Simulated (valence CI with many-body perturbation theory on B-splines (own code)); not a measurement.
# Energy levels of Sr XXXIV

Calculated by valence CI with perturbative core correlation (CI+MBPT): three valence electrons over a frozen Dirac-Fock core [He], radial functions for each j: 11 s, 11 p, 10 d, 8 f, 5 g, 2 h, with the one-electron correlation potential Σ1, the two-electron term Σ2, the three-electron term Σ3, Breit, model QED; selected CI, second order for the rest, scaled by the run's own slope (own B-spline code, finite nucleus).

The last digits are not significant, and no measured levels were compared; by estimate large intervals hold to a few tenths of a per cent, small ones and those within an open d or f shell to about a per cent.

Levels 46 to 90 of 211, with energies above the lowest level, (2s^2 2p1/2) J=1/2. "Leading %" is the weight of the configuration and term that name the level; weights of strongly mixed levels are sums over their largest components and can fall short. In the jj column 3d3/2^4 stands for four electrons in 3d with j = 3/2. Lifetimes count E1, E2, E3, M1 and M2 decay at the calculated energies, and are blank where another channel may lead or the interval is too uncertain; long ones can be off by a factor of two.

```tsv
No.	Configuration	Term	J	E (Ry)	Leading %	Second component	Lifetime	g	Leading jj
46	2p2 3s	4P	1/2	189.08	58	18 % 2p2 3s 2S	91.7 fs	2.089	2p1/2^2 3s (90 %)
47	2s 2p 3p	2P	3/2	189.11	47	36 % 2s 2p 3p 4S	39.5 fs	1.520	2s 2p3/2 3p3/2 (96 %)
48	2s 2p 3p	2D	5/2	189.82	54	42 % 2s 2p 3p 4P	34.1 fs	1.368	2s 2p3/2 3p3/2 (96 %)
49	2s 2p 3p	2S	1/2	190.01	61	21 % 2s 2p 3p 2P	24.6 fs	1.618	2s 2p3/2 3p3/2 (93 %)
50	2p2 3p	4D°	1/2	191.06	45	32 % 2p2 3p 2P°	49.7 fs	0.665	2p1/2^2 3p1/2 (92 %)
51	2s 2p 3p	2P	1/2	191.20	64	20 % 2s 2p 3p 2S	45.0 fs	1.086	2s 2p3/2 3p1/2 (89 %)
52	2s 2p 3d	4F°	9/2	191.21	100		641 ps	1.328	2s 2p3/2 3d5/2 (100 %)
53	2s 2p 3p	2D	3/2	191.28	68	20 % 2s 2p 3p 2P	91.1 fs	0.960	2s 2p3/2 3p1/2 (91 %)
54	2s 2p 3d	4D°	5/2	191.36	51	17 % 2s 2p 3d 4F°	9.26 fs	1.270	2s 2p3/2 3d3/2 (96 %)
55	2s 2p 3d	4D°	7/2	191.39	55	39 % 2s 2p 3d 4F°	10.3 fs	1.332	2s 2p3/2 3d3/2 (57 %)
56	2s 2p 3d	4P°	3/2	191.52	52	38 % 2s 2p 3d 4D°	8.67 fs	1.437	2s 2p3/2 3d3/2 (95 %)
57	2s 2p 3d	4P°	1/2	191.59	88	11 % 2s 2p 3d 4D°	10.0 fs	2.354	2s 2p3/2 3d3/2 (97 %)
58	2s 2p 3d	2D°	5/2	192.10	46	29 % 2s 2p 3d 4P°	12.9 fs	1.280	2s 2p3/2 3d5/2 (97 %)
59	2s 2p 3d	2P°	3/2	192.46	39	38 % 2s 2p 3d 2D°	14.1 fs	1.158	2s 2p3/2 3d5/2 (90 %)
60	2s 2p 3p	2D	5/2	192.50	80	6 % 2s 2p 3p 4P	106 fs	1.236	2s 2p3/2 3p3/2 (86 %)
61	2s 2p 3p	2P	3/2	192.82	51	25 % 2s 2p 3p 2D	75.9 fs	1.243	2s 2p3/2 3p3/2 (76 %)
62	2s 2p 3d	2F°	7/2	192.86	88	12 % 2s 2p 3d 4D°	7.52 fs	1.171	2s 2p3/2 3d5/2 (58 %)
63	2p2 3p	4D°	3/2	193.06	31	24 % 2p2 3p 4P°	39.1 fs	1.337	2p1/2^2 3p3/2 (90 %)
64	2s 2p 3d	2P°	1/2	193.25	86	9 % 2s 2p 3d 4D°	9.74 fs	0.668	2s 2p3/2 3d5/2 (96 %)
65	2s 2p 3p	2S	1/2	193.33	69	15 % 2s 2p 3p 2P	324 fs	1.788	2s 2p3/2 3p3/2 (86 %)
66	2p2 3s	4P	3/2	193.58	83	8 % 2s 2p 3p 2P	100 fs	1.634	2p1/2 2p3/2 3s (88 %)
67	2p2 3s	2P	1/2	194.17	64	23 % 2p2 3s 4P	56.7 fs	1.189	2p1/2 2p3/2 3s (87 %)
68	2p2 3s	4P	5/2	194.42	45	44 % 2p2 3s 2D	52.7 fs	1.377	2p1/2 2p3/2 3s (87 %)
69	2p2 3d	4F	3/2	194.71	43	18 % 2p2 3d 2D	67.8 fs	0.762	2p1/2^2 3d3/2 (94 %)
70	2p2 3s	2D	3/2	194.86	54	36 % 2p2 3s 2P	54.8 fs	1.029	2p1/2 2p3/2 3s (89 %)
71	2s 2p 3d	2F°	5/2	194.92	72	8 % 2s 2p 3d 2D°	8.76 fs	0.920	2s 2p3/2 3d3/2 (88 %)
72	2s 2p 3d	2D°	3/2	195.05	78	13 % 2s 2p 3d 2P°	7.96 fs	0.870	2s 2p3/2 3d3/2 (83 %)
73	2s 2p 3d	2F°	7/2	195.11	86	6 % 2s 2p 3d 4D°	20.5 fs	1.161	2s 2p3/2 3d5/2 (90 %)
74	2s 2p 3d	2P°	1/2	195.40	60	12 % 2p2 3p 4D°	13.2 fs	0.917	2s 2p3/2 3d3/2 (63 %)
75	2p2 3p	4P°	1/2	195.53	28	27 % 2s 2p 3d 2P°	26.0 fs	1.372	2p1/2 2p3/2 3p1/2 (67 %)
76	2s 2p 3d	2D°	5/2	195.62	76	17 % 2s 2p 3d 2F°	7.46 fs	1.151	2s 2p3/2 3d5/2 (92 %)
77	2p2 3d	4D	5/2	195.63	24	24 % 2p2 3d 4F	18.5 fs	1.199	2p1/2^2 3d5/2 (89 %)
78	2p2 3p	4D°	3/2	195.78	40	22 % 2s 2p 3d 2P°	27.7 fs	1.193	2p1/2 2p3/2 3p1/2 (69 %)
79	2s 2p 3d	2P°	3/2	195.92	65	10 % 2p2 3p 4D°	12.9 fs	1.264	2s 2p3/2 3d5/2 (60 %)
80	2p2 3p	2F°	5/2	196.45	35	31 % 2p2 3p 2D°	63.4 fs	1.132	2p1/2 2p3/2 3p1/2 (89 %)
81	2p2 3p	4D°	5/2	197.26	51	35 % 2p2 3p 4P°	39.0 fs	1.422	2p1/2 2p3/2 3p3/2 (98 %)
82	2p2 3p	4P°	1/2	197.46	42	28 % 2p2 3p 2P°	35.6 fs	1.802	2p1/2 2p3/2 3p3/2 (96 %)
83	2p2 3p	2D°	3/2	197.54	36	35 % 2p2 3p 4S°	32.0 fs	1.366	2p1/2 2p3/2 3p1/2 (65 %)
84	2p2 3p	4P°	3/2	197.81	39	36 % 2p2 3p 2D°	32.0 fs	1.293	2p1/2 2p3/2 3p3/2 (67 %)
85	2p2 3p	2F°	7/2	198.07	49	48 % 2p2 3p 4D°	47.0 fs	1.274	2p1/2 2p3/2 3p3/2 (95 %)
86	2p2 3p	2P°	3/2	198.55	50	20 % 2p2 3p 4S°	31.9 fs	1.356	2p1/2 2p3/2 3p3/2 (95 %)
87	2p2 3p	2D°	5/2	198.94	45	27 % 2p2 3p 2F°	36.3 fs	1.180	2p1/2 2p3/2 3p3/2 (92 %)
88	2p2 3d	4F	3/2	199.25	40	34 % 2p2 3d 2P	39.9 fs	0.950	2p1/2 2p3/2 3d3/2 (96 %)
89	2p2 3d	4F	5/2	199.32	53	40 % 2p2 3d 2F	98.3 fs	0.977	2p1/2 2p3/2 3d3/2 (95 %)
90	2p2 3d	4D	1/2	199.42	81	14 % 2p2 3d 2P	79.4 fs	0.206	2p1/2 2p3/2 3d3/2 (100 %)
```
